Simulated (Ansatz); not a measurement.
H4Au3⁺. Total charge 1; triplet. Geometry PBE-D4/def2-TZVP, that of the neutral doublet; atoms count from 1.

| atom | x (Å) | y (Å) | z (Å) |
| --- | --- | --- | --- |
| Au1 | -0.0032 | 0.0039 | 0.0011 |
| Au2 | 1.6645 | 1.7540 | 1.1140 |
| Au3 | -1.6579 | -1.7569 | -1.1145 |
| H4 | -1.8946 | -2.5903 | -2.4471 |
| H5 | 1.8975 | 2.5842 | 2.4494 |
| H6 | 1.4314 | 0.8181 | -0.4550 |
| H7 | -1.4377 | -0.8130 | 0.4520 |

In the def2 sets Au takes a core potential; there is no spin–orbit coupling. The structure comes from a short search, and lower isomers may exist.

(1) Estimate the Mulliken populations from the PBE0/def2-TZVP orbitals of Ansatz.

(2) Where does the spin sit?

(3) And the Mayer bond orders between bonded heavy atoms (over 0.3)?

## Answers

(1) 
| atom | charge (e) | spin (α − β) | d electrons |
| --- | --- | --- | --- |
| Au1 | -0.19 | 0.10 | 9.63 |
| Au2 | 0.60 | 0.57 | 9.54 |
| Au3 | 0.60 | 0.57 | 9.54 |
| H4 | 0.10 | 0.36 | – |
| H5 | 0.10 | 0.36 | – |
| H6 | -0.10 | 0.02 | – |
| H7 | -0.10 | 0.02 | – |
Mulliken values and Mayer orders depend strongly on the basis.

(2) Summed by element: Au 1.25, H 0.75, of 2 unpaired in all. Largest on single atoms: Au3 0.57, Au2 0.57, H5 0.36.

(3) Au1–Au2 0.35 (2.66 Å); Au1–Au3 0.35 (2.66 Å).
